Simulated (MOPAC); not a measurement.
MOPAC input (AM1):

```
AM1 FORCE THERMO(298,298) PRECISE LET CHARGE=-1 GEO-OK AUX(PRECISION=9) THREADS=1
CH3Si

C    -1.07033466 1   -0.02464275 1   -0.04523700 1
Si    0.54397437 1   -0.01123164 1    0.02338958 1
H    -1.71918518 1    0.86262383 1   -0.08780821 1
H    -1.68529348 1   -0.93568619 1   -0.05616919 1
H     1.39383440 1    1.17391401 1    0.03973836 1
```

From the last part of the output:

```
     H    5   0.195304   2.774494   0.061709   0.105598   2.921501

          HEAT OF FORMATION =      23.811810 KCALS/MOLE

          ZERO POINT ENERGY      19.566 KCAL/MOL

           NORMAL COORDINATE ANALYSIS (Total motion = 1 Angstrom)

   Root No.       1         2         3         4         5         6         7         8

                 1 A'      1 A"      2 A'      2 A"      3 A'      4 A'      5 A'      6 A'

                 290.5     633.3     780.7     952.9    1070.1    1419.2    2253.5    3105.9

           1   -0.0038    0.0000   -0.0024   -0.0000    0.2103   -0.0824    0.0015    0.0086
           2   -0.0305    0.0000    0.0851   -0.0000    0.0047   -0.0012   -0.0028   -0.0608
           3    0.0000    0.0204   -0.0000   -0.0966   -0.0000    0.0000    0.0000    0.0000
           4   -0.0186   -0.0000    0.0022    0.0000   -0.1078    0.0093   -0.0216    0.0001
           5    0.0343   -0.0000   -0.0225    0.0000   -0.0012    0.0002   -0.0257   -0.0008
           6   -0.0000   -0.0231    0.0000    0.0092    0.0000   -0.0000    0.0000   -0.0000
           7   -0.0737   -0.0000   -0.3751    0.0000    0.2850    0.3533    0.0045   -0.3345
           8   -0.0787   -0.0000   -0.2046    0.0000    0.0540    0.2757   -0.0033    0.4499
           9    0.0000   -0.2783    0.0000    0.3946   -0.0000   -0.0000   -0.0000   -0.0000
          10    0.0592    0.0000    0.3765    0.0000    0.2975    0.3560   -0.0062    0.2305
          11   -0.0774    0.0000   -0.1984    0.0000   -0.0521   -0.2707    0.0026    0.2967
          12   -0.0000    0.2642    0.0000    0.4514    0.0000    0.0000    0.0000   -0.0000
          13    0.5794    0.0000   -0.0354    0.0000   -0.0865    0.0126    0.5858   -0.0003
          14   -0.4357    0.0000    0.0170    0.0000   -0.0237    0.0027    0.7492    0.0014
          15    0.0000    0.4140   -0.0000    0.0482    0.0000    0.0000   -0.0000    0.0000

   Root No.       9

                 7 A'

                3180.2

           1   -0.0419
           2   -0.0121
           3    0.0000
           4   -0.0002
           5   -0.0000
           6    0.0000
           7    0.2020
           8   -0.3305
           9    0.0000
          10    0.3032
          11    0.4782
          12   -0.0000
          13    0.0010
          14   -0.0023
          15   -0.0000

           MASS-WEIGHTED COORDINATE ANALYSIS (NORMAL COORDINATES)

   Root No.       1         2         3         4         5         6         7         8

                 1 A'      1 A"      2 A'      2 A"      3 A'      4 A'      5 A'      6 A'

                 290.5     633.3     780.7     952.9    1070.1    1419.2    2253.5    3105.9

           1   -0.0170    0.0000   -0.0120   -0.0000    0.7139   -0.4085    0.0053    0.0420
           2   -0.1358    0.0000    0.4304   -0.0000    0.0161   -0.0057   -0.0100   -0.2968
           3    0.0000    0.1211   -0.0000   -0.4837   -0.0000    0.0000    0.0000    0.0000
           4   -0.1270   -0.0000    0.0173    0.0000   -0.5592    0.0706   -0.1178    0.0005
           5    0.2335   -0.0000   -0.1743    0.0000   -0.0065    0.0017   -0.1400   -0.0062
           6   -0.0000   -0.2094    0.0000    0.0706    0.0000   -0.0000    0.0000   -0.0000
           7   -0.0951   -0.0000   -0.5496    0.0000    0.2802    0.5077    0.0046   -0.4729
           8   -0.1016   -0.0000   -0.2998    0.0000    0.0531    0.3962   -0.0034    0.6359
           9    0.0000   -0.4783    0.0000    0.5723   -0.0000   -0.0000   -0.0000   -0.0000
          10    0.0764    0.0000    0.5516    0.0000    0.2925    0.5116   -0.0064    0.3259
          11   -0.0999    0.0000   -0.2907    0.0000   -0.0512   -0.3889    0.0027    0.4194
          12   -0.0000    0.4542    0.0000    0.6547    0.0000    0.0000    0.0000   -0.0000
          13    0.7478    0.0000   -0.0519    0.0000   -0.0851    0.0182    0.6055   -0.0004
          14   -0.5624    0.0000    0.0248    0.0000   -0.0233    0.0038    0.7744    0.0020
          15    0.0000    0.7117   -0.0000    0.0699    0.0000    0.0000   -0.0000    0.0000

   Root No.       9

                 7 A'

                3180.2

           1   -0.2060
           2   -0.0594
           3    0.0000
           4   -0.0018
           5   -0.0004
           6    0.0000
           7    0.2875
           8   -0.4705
           9    0.0000
          10    0.4317
          11    0.6809
          12   -0.0000
          13    0.0014
          14   -0.0033
          15   -0.0000

          DESCRIPTION OF VIBRATIONS

 VIBRATION          1    1A'         ATOM PAIR     ENERGY CONTRIBUTION    RADIAL
 FREQUENCY           290.54         Si2 -- H 5         +49.6% ( 98.3%)      1.2%
 TRANSITION DIPOLE   0.1468         C 1 -- H 3         +18.4% ( 59.9%)     74.1%
 TRAVEL (Ang.)       0.5030         C 1 -- Si2         +16.5% ( 56.7%)      8.1%
 REDUCED MASS        0.9175         C 1 -- H 4         +15.6% ( 55.1%)     67.9%
 EFFECTIVE MASS      4.9207
 FORCE CONSTANT      0.0456

 VIBRATION          2    1A"         ATOM PAIR     ENERGY CONTRIBUTION    RADIAL
 FREQUENCY           633.26         C 1 -- H 3         +38.2% ( 55.7%)      0.0%
 TRANSITION DIPOLE   0.5247         Si2 -- H 5         +37.8% ( 55.3%)      0.0%
 TRAVEL (Ang.)       0.5091         C 1 -- H 4         +22.0% ( 42.2%)      0.0%
 REDUCED MASS        0.4108         C 1 -- Si2          +1.9% ( 12.5%)      0.0%
 EFFECTIVE MASS      1.6071
 FORCE CONSTANT      0.0971

 VIBRATION          3    2A'         ATOM PAIR     ENERGY CONTRIBUTION    RADIAL
 FREQUENCY           780.68         C 1 -- H 4         +43.2% ( 99.7%)      9.0%
 TRANSITION DIPOLE   0.1724         C 1 -- H 3         +42.9% ( 99.3%)      9.4%
 TRAVEL (Ang.)       0.3402         C 1 -- Si2         +13.7% ( 56.2%)      0.2%
 REDUCED MASS        0.7463         Si2 -- H 5          +0.1% (  5.8%)     32.5%
 EFFECTIVE MASS      4.1957
 FORCE CONSTANT      0.2680

 VIBRATION          4    2A"         ATOM PAIR     ENERGY CONTRIBUTION    RADIAL
 FREQUENCY           952.92         C 1 -- H 4         +52.3% ( 68.2%)      0.0%
 TRANSITION DIPOLE   0.5586         C 1 -- H 3         +41.0% ( 60.4%)      0.0%
 TRAVEL (Ang.)       0.2727         C 1 -- Si2          +6.7% ( 24.4%)      0.0%
 REDUCED MASS        0.9514
 EFFECTIVE MASS      2.5834
 FORCE CONSTANT      0.5090

 VIBRATION          5    3A'         ATOM PAIR     ENERGY CONTRIBUTION    RADIAL
 FREQUENCY          1070.12         C 1 -- Si2         +49.0% (104.3%)    100.0%
 TRANSITION DIPOLE   0.4736         C 1 -- H 3         +23.2% ( 71.8%)     42.4%
 TRAVEL (Ang.)       0.1035         C 1 -- H 4         +23.0% ( 71.5%)     47.5%
 REDUCED MASS        5.8853         Si2 -- H 5          +4.8% ( 32.5%)     31.4%
 EFFECTIVE MASS     15.9359
 FORCE CONSTANT      3.9708

 VIBRATION          6    4A'         ATOM PAIR     ENERGY CONTRIBUTION    RADIAL
 FREQUENCY          1419.16         C 1 -- H 3         +43.2% ( 63.6%)      4.4%
 TRANSITION DIPOLE   0.2805         C 1 -- H 4         +42.9% ( 63.4%)      4.2%
 TRAVEL (Ang.)       0.2642         C 1 -- Si2         +13.8% ( 35.9%)    100.0%
 REDUCED MASS        0.6807         Si2 -- H 5          +0.1% (  3.3%)     30.9%
 EFFECTIVE MASS      2.7386
 FORCE CONSTANT      0.8077

 VIBRATION          7    5A'         ATOM PAIR     ENERGY CONTRIBUTION    RADIAL
 FREQUENCY          2253.52         Si2 -- H 5         +99.8% (100.0%)     99.8%
```

The dipole moment of an ion depends on the origin.
